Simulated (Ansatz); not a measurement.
Input:

```yaml
crystal:
  periodic: [false, false, false]
  atoms:
    - { symbol: C, position_ang: [-0.163243, 1.03319, 0.179956] }
    - { symbol: C, position_ang: [-0.409445, -0.453822, -0.016254] }
    - { symbol: Se, position_ang: [0.843481, -1.621273, 0.978532] }
    - { symbol: Te, position_ang: [-0.316482, -1.091359, -2.125761] }
    - { symbol: H, position_ang: [0.863498, 1.318793, -0.123612] }
    - { symbol: H, position_ang: [-0.884897, 1.635019, -0.410463] }
    - { symbol: H, position_ang: [-0.285081, 1.305175, 1.251083] }
    - { symbol: H, position_ang: [-1.442297, -0.739359, 0.267455] }
    - { symbol: H, position_ang: [0.632436, -0.95036, 2.299044] }
    - { symbol: H, position_ang: [1.245029, -0.487104, -2.29698] }
basis:
  gaussian: { orbitals: def2-SVP }
hamiltonian:
  xc: pbe
neb:
  order_check: false
  images: 7
  f_tol: 0.05
  max_iterations: 60
  initial_path: idpp
  final_atoms:
    - { symbol: C, position_ang: [-0.24168587, 1.24481358, 0.11530255] }
    - { symbol: C, position_ang: [-0.35877107, -0.27456567, 0.1690707] }
    - { symbol: Se, position_ang: [0.97213129, -0.96134206, 1.46485059] }
    - { symbol: Te, position_ang: [-0.25867739, -1.21630791, -1.83276317] }
    - { symbol: H, position_ang: [0.75522, 1.56474355, -0.25060891] }
    - { symbol: H, position_ang: [-1.004754, 1.67078907, -0.56564762] }
    - { symbol: H, position_ang: [-0.39320509, 1.68474797, 1.12527272] }
    - { symbol: H, position_ang: [-1.36278694, -0.58205416, 0.52176906] }
    - { symbol: H, position_ang: [0.61805101, -2.39103153, 1.27783975] }
    - { symbol: H, position_ang: [1.35747705, -0.79089284, -2.02208565] }
```

Run as:

```bash
$ ansatz run input.yaml --threads 2 --pin off --max-ram 3072MiB --backend cpu --events-out ev --progress --plain --runs-dir out
```

Hardware: 2 threads of Arm Neoverse V1, on a shared host.

Q: Roughly how long does this run take, and how much memory?

A: 120 s, with a peak of 0.17 GiB, for 6 band iterations.
